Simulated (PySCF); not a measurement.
## Dipole moment and polarisability of `[SiH3]c1ncn([SiH3])n1`

Species: C₂H₇N₃Si₂.
Geometry (GFN2-xTB, Å), atoms numbered from 1 in this order:
```
atom  x, y, z in Å
Si1    2.8373    0.5299   -0.0675
C2     1.0730   -0.1024   -0.0588
N3     0.7519   -1.4096    0.1682
C4    -0.5456   -1.4276    0.0909
N5    -1.0387   -0.1963   -0.1723
Si6   -2.6558    0.4502   -0.3959
N7     0.0151    0.6436   -0.2654
H8     3.7124   -0.6101    0.1956
H9     2.9765    1.5512    0.9735
H10    3.1197    1.1176   -1.3792
H11   -1.1734   -2.2863    0.2135
H12   -2.8496    1.4557    0.6424
H13   -3.5207   -0.7166   -0.2265
H14   -2.7028    1.0003   -1.7456
```

Level: B3LYP/def2-SVPD (PySCF), static field, nuclei fixed, core orbitals frozen in the response. The polarisability tensor in these axes (au):

```
x   124.36   2.13   2.93
y     2.13  89.92  -3.41
z     2.93  -3.41  71.98
```

Task: Diagonalise the tensor; give its mean and Δα, where Δα² is half the sum of the squared differences of the eigenvalues.

Result: Principal values 71.16, 90.47 and 124.63 au; mean 95.42 au = 14.14 Å³ = 15.73 × 10⁻⁴⁰ C²·m²/J; Δα = 46.90 au (49 % of the mean).

Task: What is the dipole moment, and where does it point?

Result: (-3.07, -0.03, -0.19) D, 3.07 D in size, pointing from the negative to the positive side. Measured along this direction, the outermost atoms are H8 at the negative end and H13 at the positive end.

Task: Along which axes do the principal values lie, and how far do the nuclei extend along each?

Result: Largest value along (1.00, 0.06, 0.05), where the nuclei span 7.24 Å; middle along (-0.05, 0.98, -0.19), 3.67 Å; least along (-0.06, 0.19, 0.98), 2.44 Å. The response follows the extents in order.

Task: Give the eigenvalues of the traceless quadrupole moment Θ = ½Σq(3rr − r²1), origin at the centre of nuclear charge.

Result: -7.90, -2.72, 10.62 D·Å. The values depend on the origin, since the dipole doesn't vanish. The electronic extent ⟨r²⟩ about the same centre is 1378 bohr², a root-mean-square distance of 2.38 Å for the 68 electrons.

Task: Molar refractivity from α?

Result: Lorentz–Lorenz: R = (4π/3)N_A α = 2.5225 cm³/(mol·Å³) × 14.14 Å³ = 35.7 cm³/mol, in the limit of long wavelengths.

Geometry: GFN2-xTB; no solvent, vibrations or thermal averaging. GFN2-xTB frequencies show an imaginary mode (45i cm⁻¹), so this geometry is no minimum at that level.
